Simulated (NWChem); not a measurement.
[GeH]([NH2])([OH])[OH] (GeNH$_{5}$O$_{2}$), optimised at PBE0/def2-SVP with NWChem:

| Item | Value |
|---|---|
| highest occupied level (eV) | -7.54 |
| orbital gap (eV) | 8.62 |
| dipole (D) | 1.78 |
| highest harmonic frequency (cm⁻¹) | 3904 |
| zero-point energy (kcal/mol) | 38.4 |

All stand in one matching conformer (torsions within 35°), which need not be the lowest.

Problem. One Ge atom is replaced by Si, giving N[SiH](O)O (SiNH₅O₂), optimised at the same level. How do these values move?

Solution. 
```tsv
quantity	new value	change
highest occupied level (eV)	-7.50	+0.04
orbital gap (eV)	9.12	+0.50
dipole (D)	1.49	-0.29
highest harmonic frequency (cm⁻¹)	3940	+36
zero-point energy (kcal/mol)	39.8	+1.4
```
